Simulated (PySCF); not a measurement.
**Calculated properties of `[Cl][Zr]([Cl])([Cl])[Cl]`**

Species: ZrCl4 (singlet state).
Geometry (PBE0-D3(BJ)/def2-SVP, Å), atoms numbered from 1 in this order:
```
atom  x, y, z in Å
Zr1   -0.0097    0.0039    0.0236
Cl2   -0.0860   -0.0489    2.3485
Cl3    2.1961    0.0039   -0.6848
Cl4   -1.0517    1.9036   -0.8096
Cl5   -1.0486   -1.8626   -0.8778
```

From PBE0-D3(BJ)/def2-SVP geometry optimisation, gas phase, def2 core potentials past Kr (PySCF):

- Rotational constants A, B, C: 1.024, 1.001, 0.995 GHz

B3LYP/def2-SVPD ground state and vertical TDDFT (core frozen in the response) (PySCF):

* Dipole moment: 0.08 D
* HOMO energy: -9.50 eV
* LUMO energy: -3.03 eV
* HOMO–LUMO gap: 6.47 eV
* Lowest singlet excitation: 5.34 eV (232 nm, f = 0.000 summed over 2 states within 0.01 eV)
* Strongest line among the 10 lowest singlet transitions: S4/S5/S6 at 5.54 eV (224 nm, f = 0.075 summed over these states)
* Lowest triplet excitation (Tamm–Dancoff): 5.13 eV
* Static isotropic polarisability: 97.5 au

Monoisotopic mass from the formula: 229.7801 u.

S1 lies 1.13 eV below the HOMO–LUMO gap. The vertical singlet–triplet gap S1 − T1 is 0.21 eV (TDDFT singlet less Tamm–Dancoff triplet). No computed singlet falls in the visible range (750 to 380 nm, 1.65 to 3.26 eV); S1 lies 2.08 eV above its blue end. The polarisability is 14.45 Å³ as a volume (1 au = 0.148185 Å³). With B = h/(8π²I), that is 505.379 GHz u Å² over I, the principal moments of inertia are 493.7, 504.9 and 508.1 u Å² (most abundant isotopes); the inertial defect Ic − Ia − Ib is -490.5 u Å² (zero for a rigid planar frame, negative otherwise). The rotational constants are those of a nearly prolate symmetric top. In wavenumbers S1 is 43000 cm⁻¹ (1 eV = 8065.54 cm⁻¹).

Atoms past krypton carry effective core potentials; spin–orbit coupling is left out.
